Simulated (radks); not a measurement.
Results of a calculation; reference values are marked as such.
Task: Species: Lu4+. Configuration: [Xe] 4f13. Level of theory: Dirac Kohn-Sham, Slater X-alpha with alpha = 0.766, spin-unpolarised, spherical densities, finite nucleus; open shells fill j = l - 1/2 first; Fermi nuclear charge, rms radius 5.37 fm (a radial shooting solver on a logarithmic mesh with Libxc functionals). Some entries of the table are withheld. Estimate them.

orbital  occ.  eigenvalue (eV)  <r^2> (bohr^2)
1s1/2       2        -63240.96       0.0005123
2s1/2       2        -10815.75        0.007855
2p1/2       2        -10335.78             (1)
2p3/2       4        -9215.304             (2)
3s1/2       2        -2492.887         0.05152
3p1/2       2        -2278.746         0.04740
3p3/2       4        -2039.460         0.05410
3d3/2       4        -1673.147             (3)
3d5/2       6        -1620.757             (4)
4s1/2       2        -536.7200          0.2569
4p1/2       2        -449.1184          0.2662
4p3/2       4        -394.2719          0.3030
4d3/2       4              (5)          0.3353
4d5/2       6              (6)          0.3495
5s1/2       2        -106.7047           1.454
5p1/2       2         -81.2205           1.766
5p3/2       4         -73.3066           2.031
4f5/2       6         -60.5954          0.5682
4f7/2       7         -58.9415          0.5873

Result: 
(1) 2p1/2 <r^2> (bohr^2): 0.005630
(2) 2p3/2 <r^2> (bohr^2): 0.006837
(3) 3d3/2 <r^2> (bohr^2): 0.04219
(4) 3d5/2 <r^2> (bohr^2): 0.04404
(5) 4d3/2 eigenvalue (eV): -249.3992
(6) 4d5/2 eigenvalue (eV): -239.3182
